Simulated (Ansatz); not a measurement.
Calculated with Ansatz (gas phase, PBE0-D4/def2-TZVP geometries, no zero-point term in ΔE). CCSD(T)/CBS is the MP2 limit (def2-TZVPP, def2-QZVPP) plus CCSD(T) − MP2 in def2-TZVPP, frozen cores. Functionals use def2-TZVPP. B3LYP here is the variant with VWN-RPA as its local correlation; programs differ in this. HSE06 is defined as in plane-wave codes. For Ge outer-core shells are correlated without core-valence functions, which leaves a few kJ/mol of doubt a bond. Scalar relativity is left out up to krypton. One conformer a species, not always the lowest.

`[GeH3][c]1ccccc1` + `CCS` → `CCSc1ccccc1` + GeH₄  (substitution at a C–Ge bond)

Problem. Is it downhill or uphill in electronic energy at CCSD(T)/CBS, and by how much? (An estimate is asked.)

Solution. Computed: Uphill: ΔE = +19.0 kJ/mol.

Problem. What do these levels give: LDA (SPW92), BHLYP-D4, ωB97X-V, B2PLYP, PBE-QIDH, B3LYP, r2SCAN0, HSE06, CCSD(T)/def2-SVP, MP2/def2-TZVPP, MP2/def2-QZVPP, CCSD/CBS(def2)? (Estimate.)

Solution. Ansatz gave: LDA (SPW92) -2.7, BHLYP-D4 16.6, ωB97X-V 14.8, B2PLYP 18.1, PBE-QIDH 15.9, B3LYP 18.9, r2SCAN0 13.2, HSE06 14.4, CCSD(T)/def2-SVP 14.8, MP2/def2-TZVPP 16.5, MP2/def2-QZVPP 15.2, CCSD/CBS(def2) 23.2 kJ/mol.

Largest T1 diagnostic among the species: 0.012.

At CCSD(T), def2-SVP lies −4.3 kJ/mol from the extrapolated value and def2-TZVPP +1.6 kJ/mol. The D4 term adds −7.6 kJ/mol with B3LYP and −4.7 kJ/mol with PBE0; it sums over pairs of atoms, weighted by their polarisabilities, and B3LYP, whose exchange is more repulsive, gets the larger term. From BLYP to BHLYP (50 % exact exchange), in def2-TZVPP and without D4, ΔE moves by +4.1 kJ/mol.
